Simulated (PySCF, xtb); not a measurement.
C4H2N2, SMILES N#C/N=C/C#C.

The structure is a stationary point at PBE0-D3(BJ)/def2-SVP. The structure was generated by enumeration; whether it is a known compound was not checked.

These are PySCF 2.14.0 with IEF-PCM-M06-2X/def2-SVP values and carry that method's errors.

The values are the electrostatic part of the solvation free energy, E(continuum) − E(gas) at the gas-phase geometry, in a cavity of scaled van der Waals radii (PySCF's table); cavitation and dispersion terms are not included. In vacuum the orbital gap is 7.47 eV. The dipole moment in vacuum is 5.19 D.

Q: Estimate the values in water (ε = 78.36), ethanol (ε = 24.85), diethylether (ε = 4.24). (An estimate is asked for; the answer gives what the named calculation found.)

A: 
```csv
solvent,ε,ΔG(elec) (kcal/mol),dipole (D),gap (eV)
water,78.36,-8.3,6.87,7.60
ethanol,24.85,-8.0,6.80,7.59
diethylether,4.24,-5.6,6.35,7.56
```

For comparison, GFN2-xTB/ALPB(water) (xtb, at the GFN2-xTB geometry, all terms of that model) gives -8.9 kcal/mol.
